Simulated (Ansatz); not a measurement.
Calculated with Ansatz (gas phase, PBE0-D4/def2-TZVP geometries, no zero-point term in ΔE). CCSD(T)/CBS adds triple-zeta CCSD(T) − MP2 to the extrapolated MP2 energy (def2 sets, frozen cores). This one scheme is used for every species. Functionals use def2-TZVPP. B3LYP here is the variant with VWN-RPA as its local correlation; programs differ in this. HSE06 is defined as in plane-wave codes. Elements past krypton have def2 core potentials. For Sb outer-core shells are correlated without core-valence functions, which leaves a few kJ/mol of doubt a bond. One conformer a species, not always the lowest.

`Cl[SiH2][SbH2]` + `SS` → `SS[SiH2]Cl` + `[SbH3]`  (cleavage of the Si–Sb bond)

| level | ΔE (kcal/mol) | difference from CCSD(T)/CBS |
| --- | --- | --- |
| LDA (SPW92) | -7.4 | -0.5 |
| PBE-D4 | -6.7 | 0.2 |
| revPBE-D4 | -7.6 | -0.7 |
| BLYP-D4 | -7.8 | -0.9 |
| r2SCAN-D4 | -7.7 | -0.8 |
| B97M-V | -9.8 | -2.9 |
| PBE0-D4 | -6.8 | 0.1 |
| B3LYP-D4 | -7.6 | -0.7 |
| r2SCANh-D4 | -7.6 | -0.7 |
| r2SCAN0-D4 | -7.5 | -0.6 |
| HSE06-D4 | -6.7 | 0.2 |
| BHLYP-D4 | -7.8 | -0.9 |
| CAM-B3LYP-D4 | -8.0 | -1.1 |
| ωB97X-V | -7.7 | -0.8 |
| ωB97M-V | -8.2 | -1.3 |
| B2PLYP | -7.4 | -0.5 |
| PBE-QIDH | -7.3 | -0.4 |
| PBE | -6.1 | 0.8 |
| revPBE | -5.5 | 1.4 |
| BLYP | -6.2 | 0.7 |
| r2SCAN | -7.6 | -0.7 |
| PBE0 | -6.2 | 0.7 |
| B3LYP | -6.5 | 0.4 |
| r2SCAN0 | -7.3 | -0.4 |
| HSE06 | -6.2 | 0.7 |
| BHLYP | -7.1 | -0.2 |
| CAM-B3LYP | -7.4 | -0.5 |
| RPA@PBE/def2-TZVPP | -7.7 | -0.8 |
| HF/def2-SVP | -7.2 | -0.3 |
| MP2/def2-SVP | -8.4 | -1.5 |
| CCSD/def2-SVP | -7.6 | -0.7 |
| HF/def2-TZVPP | -7.4 | -0.5 |
| SCS-MP2/def2-TZVPP | -8.1 | -1.2 |
| CCSD/def2-TZVPP | -7.5 | -0.6 |
| CCSD(T)/def2-TZVPP | -7.9 | -1.0 |
| HF/def2-QZVPP | -7.2 | -0.3 |
| SCS-MP2/def2-QZVPP | -7.6 | -0.7 |
| HF/CBS(def2) | -7.2 | -0.3 |
| MP2/CBS(def2) | -7.2 | -0.3 |
| CCSD/CBS(def2) | -6.6 | 0.3 |
| CCSD(T)/CBS | -6.9 | 0 |

Task: What do rigid-rotor, harmonic-oscillator terms from PBE0-D4/def2-TZVP frequencies (298.15 K, 1 bar) make of the CCSD(T)/CBS value? (Estimate.)

Result: Computed: ΔZPE = -0.8 kcal/mol, ΔH = -7.6 kcal/mol, ΔS = -12 J/(mol·K), ΔG = -6.8 kcal/mol.

Largest T1 diagnostic among the species: 0.014.

From BLYP to BHLYP (50 % exact exchange), in def2-TZVPP and without D4, ΔE moves by −0.9 kcal/mol. The D4 term adds −1.1 kcal/mol with B3LYP and −0.6 kcal/mol with PBE0; it sums over pairs of atoms, weighted by their polarisabilities, and B3LYP, whose exchange is more repulsive, gets the larger term.
